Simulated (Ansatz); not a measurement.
Geometry optimisation, Ansatz, RKS PBE/def2-SVP.

Input file:

```yaml
crystal:
  periodic: [false, false, false]
  atoms:
    - { symbol: O, position_ang: [-1.2965, 0.28425, -1.34861] }
    - { symbol: As, position_ang: [-0.53252, 1.20325, 0.01143] }
    - { symbol: Si, position_ang: [0.60827, -0.66646, 0.80451] }
    - { symbol: H, position_ang: [-1.80535, 1.98055, 0.30486] }
    - { symbol: H, position_ang: [0.68629, 1.67228, -0.75982] }
    - { symbol: H, position_ang: [1.6353, -0.26143, 1.77431] }
    - { symbol: H, position_ang: [1.26447, -1.43457, -0.25701] }
    - { symbol: H, position_ang: [-0.3288, -1.56332, 1.49413] }
basis:
  gaussian: { orbitals: def2-SVP }
hamiltonian:
  xc: pbe
relax:
  f_tol: 0.02
  max_steps: 50
```

Launched with:

```bash
$ ansatz run input.yaml --threads 2 --pin off --max-ram 3072MiB --backend cpu --events-out ev --progress --plain --runs-dir out
```

**Question.** Where does it end, and by what steps?

**Answer.** It converged. After 7 steps the energy has fallen by 1.873 eV; H4 moved furthest, 0.68 Å.

```csv
step,energy less start (eV),largest force component (eV/Å),accepted
0,0.0000,4.488,yes
1,-1.2628,2.939,yes
2,-1.6708,1.251,yes
3,-1.8109,0.322,yes
4,-1.8586,0.351,yes
5,-1.8251,1.022,no
6,-1.8721,0.029,yes
7,-1.8726,0.009,yes
```

```xyz
8
Properties=species:S:1:pos:R:3
O -1.556 0.377 -1.595
As -0.578 0.953 -0.394
Si 0.608 -0.721 0.860
H -1.264 1.819 0.692
H 0.526 1.949 -0.826
H 1.487 -0.064 1.889
H 1.428 -1.505 -0.120
H -0.419 -1.594 1.518
```

Whether the end is a true minimum wasn't checked by a vibrational analysis.

Time of the run: 4.9 s on 2 threads of AMD EPYC 9R45 96-Core Processor (Zen 5), with other jobs on the host, peak memory 0.14 GiB.
